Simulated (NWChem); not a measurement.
System: C₄H₄O₂; SMILES Oc1ccco1

NWChem input:

```
start job
memory heap 200 mb stack 900 mb global 1100 mb
geometry units angstroms noautoz
  O     -0.103402     1.992523     0.000000
  C      0.074405     0.671603     0.000000
  C      1.167888    -0.148802     0.000000
  C      0.629072    -1.479144     0.000000
  C     -0.722542    -1.347830     0.000000
  O     -1.060784    -0.027300     0.000000
  H      0.759545     2.418783     0.000000
  H      2.213307     0.150277     0.000000
  H      1.188087    -2.412600     0.000000
  H     -1.550054    -2.050475     0.000000
end
basis spherical
  O library cc-pvdz
  C library cc-pvdz
  H library cc-pvdz
end
dft
  xc pbe0
  iterations 150
  mulliken
end
task dft energy
```

Excerpt of the output:

```
             Northwest Computational Chemistry Package (NWChem) 7.3.0
             --------------------------------------------------------

 CS  symmetry detected

                             Geometry "geometry" -> ""
                             -------------------------

 Output coordinates in angstroms (scale by  1.889725989 to convert to a.u.)

  No.       Tag          Charge          X              Y              Z
 ---- ---------------- ---------- -------------- -------------- --------------
    1 O                    8.0000    -0.07599280     1.99392350     0.00000000
    2 C                    6.0000     0.08076171     0.67034011     0.00000000
    3 C                    6.0000     1.16104471    -0.16736991     0.00000000
    4 C                    6.0000     0.60111705    -1.48896498     0.00000000
    5 C                    6.0000    -0.74823504    -1.33614900     0.00000000
    6 O                    8.0000    -1.06541042    -0.01040132     0.00000000
    7 H                    1.0000     0.79363118     2.40639077     0.00000000
    8 H                    1.0000     2.21109276     0.11502740     0.00000000
    9 H                    1.0000     1.14519994    -2.43120257     0.00000000
   10 H                    1.0000    -1.58682874    -2.02553039     0.00000000

 Effective nuclear repulsion energy (a.u.)     225.5365380484

      Symmetry information
      --------------------

 Group name             Cs
 Group number              2
 Group order               2
 No. of unique centers    10

                                 NWChem DFT Module
                                 -----------------

 Summary of "ao basis" -> "ao basis" (spherical)
 ------------------------------------------------------------------------------
       Tag                 Description            Shells   Functions and Types
 ---------------- ------------------------------  ------  ---------------------
 O                          cc-pvdz                  6       14   3s2p1d
 C                          cc-pvdz                  6       14   3s2p1d
 H                          cc-pvdz                  3        5   2s1p

      Symmetry analysis of basis
      --------------------------

        a'         76
        a"         28

            General Information
            -------------------
          SCF calculation type: DFT
          Wavefunction type:  closed shell.
          No. of atoms     :    10
          No. of electrons :    44
           Alpha electrons :    22
            Beta electrons :    22
          Charge           :     0
          Spin multiplicity:     1
          Use of symmetry is: on ; symmetry adaption is: on
          Maximum number of iterations: 150
          AO basis - number of functions:   104
                     number of shells:    48
          Convergence on energy requested:  1.00D-06
          Convergence on density requested:  1.00D-05
          Convergence on gradient requested:  5.00D-04

              XC Information
              --------------
                         PBE0 Method XC Functional
                     Hartree-Fock (Exact) Exchange  0.250
          PerdewBurkeErnzerhof Exchange Functional  0.750
            Perdew 1991 LDA Correlation Functional  1.000 local
           PerdewBurkeErnz. Correlation Functional  1.000 non-local

             Grid Information
             ----------------
          Grid used for XC integration:  medium
          Radial quadrature: Mura-Knowles
          Angular quadrature: Lebedev.
          Tag              B.-S. Rad. Rad. Pts. Rad. Cut. Ang. Pts.
          ---              ---------- --------- --------- ---------
          O                   0.60       49          12.0       434
          C                   0.70       49          11.0       434
          H                   0.35       45          12.0       434
          Grid pruning is: on
          Number of quadrature shells:   474
          Spatial weights used:  Erf1

      Superposition of Atomic Density Guess
      -------------------------------------

 Sum of atomic energies:        -302.18904264

      Non-variational initial energy
      ------------------------------

 Total energy =    -305.895834
 1-e energy   =    -857.807691
 2-e energy   =     326.375319
 HOMO         =      -0.196281
 LUMO         =       0.061040

      Symmetry analysis of molecular orbitals - initial
      -------------------------------------------------

  Numbering of irreducible representations:

     1 a'          2 a"

  Orbital symmetries:

     1 a'          2 a'          3 a'          4 a'          5 a'
     6 a'          7 a'          8 a'          9 a'         10 a'
    11 a'         12 a'         13 a'         14 a"         15 a'
    16 a'         17 a"         18 a'         19 a'         20 a'
    21 a"         22 a"         23 a"         24 a'         25 a"
    26 a'         27 a'         28 a'         29 a'         30 a'
    31 a'         32 a'

     ---------------------------------------------
      Total Density - Mulliken Population Analysis
     ---------------------------------------------

    Atom       Charge   Shell Charges
 -----------   ------   -------------------------------------------------------
    1 O    8     8.44   2.00  0.86  0.84  2.97  1.76  0.01
    2 C    6     5.34   2.00  0.68  0.40  1.60  0.46  0.19
    3 C    6     6.36   2.00  0.73  0.52  2.10  0.94  0.06
    4 C    6     6.20   2.00  0.73  0.52  2.02  0.86  0.07
    5 C    6     5.83   2.00  0.72  0.47  1.82  0.71  0.11
    6 O    8     8.35   2.00  0.85  0.88  2.88  1.72  0.02
    7 H    1     0.69   0.54  0.08  0.07
    8 H    1     0.93   0.67  0.23  0.03
    9 H    1     0.93   0.67  0.23  0.03
   10 H    1     0.93   0.68  0.23  0.03

[...]
```

Level: PBE0/cc-pVDZ. Structure relaxed at the PBE0/def2-SVP level.
